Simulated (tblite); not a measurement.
Compound: C5H7N2O (doublet state).
Numbering: `[CH2:1][NH:2][C:3](=[O:4])[C@H:5]([CH3:6])[C:7]#[N:8]` (hydrogens: H9, H10 on C1; H11 on N2; H12 on C5; H13, H14, H15 on C6)

Cartesian coordinates in Å at the GFN2-xTB level; atoms count from 1:
```
atom  x, y, z in Å
C1     2.5107    0.6508    0.2782
N2     1.2640    0.3121   -0.1181
C3     0.1167    0.7711    0.4757
O4     0.1125    1.5346    1.4222
C5    -1.1698    0.1937   -0.1335
C6    -1.4442   -1.1999    0.4551
C7    -1.0652    0.1304   -1.5678
N8    -0.9329    0.0636   -2.7027
H9     3.3529    0.2725   -0.2610
H10    2.6058    1.3112    1.1157
H11    1.1714   -0.2883   -0.9293
H12   -1.9890    0.8702    0.1336
H13   -2.3798   -1.5966    0.0669
H14   -1.5150   -1.1244    1.5374
H15   -0.6424   -1.8928    0.2056
```

Computed with GFN2-xTB (tblite): harmonic, unscaled wavenumbers at the GFN2-xTB geometry, gas phase. Errors from tens to a few hundred cm⁻¹ against measured bands are possible. One conformer, not necessarily the lowest. Open shells enter through the occupations alone, without spin polarisation, and single modes of such species can be off by tens of per cent.

Harmonic wavenumbers (cm⁻¹): 43.5, 111.0, 154.1, 186.7, 188.7, 236.5, 278.3, 357.1, 379.6, 473.0, 489.4, 541.7, 633.5, 647.7, 694.9, 813.1, 918.6, 1005.0, 1063.8, 1080.5, 1087.2, 1151.1, 1224.8, 1261.7, 1271.7, 1340.0, 1403.9, 1430.4, 1487.1, 1488.0, 1711.5, 2395.7, 2947.6, 3031.3, 3038.9, 3050.2, 3156.9, 3218.6, 3381.8.

A = 2901, B = 1629, C = 1292 MHz; mass 111.056 u (most abundant isotopes); point group C1, symmetry number 1; spin multiplicity 2.

Task: Zero-point energy?

Result: Half the sum of the wavenumbers: 24688 cm⁻¹ = 295.33 kJ/mol.

Task: What is S at 298.15 K and 1 bar for an ideal gas of classical rigid rotors and harmonic oscillators?

Result: Translation 167.60, rotation 118.64, vibration 104.32, spin (R ln 2) 5.76: S = 396.3 J/(mol K).

Task: And Cp and H(298.15 K) − H(0)?

Result: Cp = 143.04 J/(mol K), of which vibrations give 109.79 (their classical limit is 39 R = 324.3); H(298.15 K) − H(0) = 26.72 kJ/mol without the zero-point energy, 16.81 from vibrations.

Task: What must be added to the electronic energy to get the Gibbs energy at 298.15 K and 1 bar?

Result: ZPE + [H(298.15 K) − H(0)] − T·S = 295.33 + 26.72 − 118.16 = 203.89 kJ/mol.

Task: Which modes carry the vibrational entropy at 298.15 K?

Result: 43.5 cm⁻¹: 21.31; 111.0 cm⁻¹: 13.60; 154.1 cm⁻¹: 10.97; 186.7 cm⁻¹: 9.46; 188.7 cm⁻¹: 9.37; 236.5 cm⁻¹: 7.65 J/(mol K); the other 33 give 31.96 together.

Task: How do the functions run with temperature in this model?

Result: 
```
 T (K)  S (J/(mol K))  Cp (J/(mol K))  H − H(0) (kJ/mol)  G − H(0) (kJ/mol)  ln q(vib)
    50          242.2            49.2               1.98             -10.13       0.40
   100          283.6            72.5               5.03             -23.33       1.31
373.15          430.9           165.8              38.32            -122.48       7.46
   500          484.2           198.6              61.51            -180.58      10.25
   750          574.0           244.1             117.27            -313.23      15.42
  1000          648.6           274.0             182.26            -466.32      20.13
```

q(vib) and H(0) count from the zero-point level.

Task: Blend soft modes into free rotors: weight 1/[1 + (100 cm⁻¹/ν̃)⁴] for the oscillator and the rest for a rotor with moment μB/(μ + B), μ = h/(8π²ν), B = 10⁻⁴⁴ kg m². What vibrational entropy results?

Result: 97.73 J/(mol K) in place of 104.32, which changes −T·S at 298.15 K by +1.96 kJ/mol.

Hindered rotation and anharmonicity are outside this model. Other conformers, if any are populated, would add a mixing term that is left out. The structure is chiral; the term R ln 2 for an equal mix with its mirror image is left out.

Hardware: one thread, Arm Neoverse V2 (aarch64), on a shared host. Cost: 0.33 s. This covers the Hessian and the dipole derivatives.
